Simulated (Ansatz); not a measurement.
`F[Si](Cl)(Cl)S[SiH2]Cl` + `BN` → `BN[SiH2]Cl` + `F[Si](S)(Cl)Cl`  (ligand exchange at the Si–S bond)

Program: Ansatz. Geometries: PBE0-D4/def2-TZVP. ΔE: electronic, gas phase. CBS: MP2 limit from def2 TZ/QZ plus the TZ coupled-cluster correction, frozen cores. This one scheme is used for every species. DFT in def2-TZVPP. B3LYP here is the variant with VWN-RPA as its local correlation; programs differ in this. Each species was taken in one conformer, which may not be the lowest.

```csv
level,ΔE (kJ/mol),difference from CCSD(T)/CBS
PBE0-D4,23.9,9.2
B3LYP-D4,17.8,3.1
ωB97X-V,14.5,-0.2
ωB97M-V,15.7,1.0
B2PLYP,9.5,-5.2
PBE,20.6,5.9
B3LYP,7.0,-7.7
HF/def2-TZVPP,-5.2,-19.9
MP2/def2-TZVPP,15.5,0.8
SCS-MP2/def2-TZVPP,9.8,-4.9
CCSD(T)/def2-TZVPP,10.6,-4.1
HF/def2-QZVPP,-6.2,-20.9
SCS-MP2/def2-QZVPP,11.6,-3.1
HF/CBS(def2),-6.3,-21.0
MP2/CBS(def2),19.7,5.0
CCSD/CBS(def2),11.0,-3.7
CCSD(T)/CBS,14.7,0
```

Largest T1 diagnostic among the species: 0.012.

The D4 term adds +10.8 kJ/mol with B3LYP and +6.2 kJ/mol with PBE0; it sums over pairs of atoms, weighted by their polarisabilities, and B3LYP, whose exchange is more repulsive, gets the larger term. In def2-TZVPP, CCSD(T) changes the Hartree–Fock value by +15.7 kJ/mol (the triples alone add +3.7 kJ/mol) and MP2 by +20.7 kJ/mol.
